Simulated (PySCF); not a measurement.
## Bond curve of LiSe

Set-up: PySCF, no relativity, basis sets Li pcseg-1, Se pcseg-1. Energies in eV from Li + Se in their ground configurations at the same level. State: ²Π (doublet), unpaired electrons π ↑.

All columns are PBE0. A positive dipole means Li(−)Se(+).

| R (Å) | E (eV) | μ (D) | Mulliken charge on Li (basis-dependent) | HOMO (eV) | LUMO (eV) | Mayer bond order | ⟨S²⟩ |
| --- | --- | --- | --- | --- | --- | --- | --- |
| 1.966 | -2.428 | -5.80 | 0.49 | -5.66 | -3.37 | 0.91 | 0.75 |
| 2.057 | -2.688 | -6.09 | 0.52 | -5.53 | -3.24 | 0.86 | 0.75 |
| 2.149 | -2.835 | -6.38 | 0.54 | -5.40 | -3.12 | 0.83 | 0.75 |
| 2.217 | -2.889 | -6.60 | 0.55 | -5.31 | -3.03 | 0.81 | 0.75 |
| 2.286 | -2.904 | -6.82 | 0.56 | -5.23 | -2.94 | 0.80 | 0.75 |
| 2.355 | -2.890 | -7.04 | 0.56 | -5.15 | -2.86 | 0.79 | 0.75 |
| 2.446 | -2.834 | -7.34 | 0.56 | -5.04 | -2.76 | 0.78 | 0.75 |
| 2.560 | -2.724 | -7.71 | 0.56 | -4.93 | -2.64 | 0.77 | 0.75 |
| 2.697 | -2.552 | -8.15 | 0.56 | -4.80 | -2.50 | 0.77 | 0.75 |
| 2.880 | -2.287 | -8.72 | 0.55 | -4.64 | -2.35 | 0.77 | 0.76 |

A fit through these points gives, at Re = 2.284 Å, μ = -6.82 D and dμ/dR = -3.22 D/Å; the reduced mass is 6.45 u.

Question: How strong is the fundamental in the double-harmonic approximation, I = 42.26·(dμ/dR)²/μred km/mol?

Answer: I = 42.26·(-3.22)²/6.45 = 67.9 km/mol at PBE0.

Spin–orbit coupling is left out. The state is the lowest determinant that a PBE0 search found; another state may lie lower at other levels.
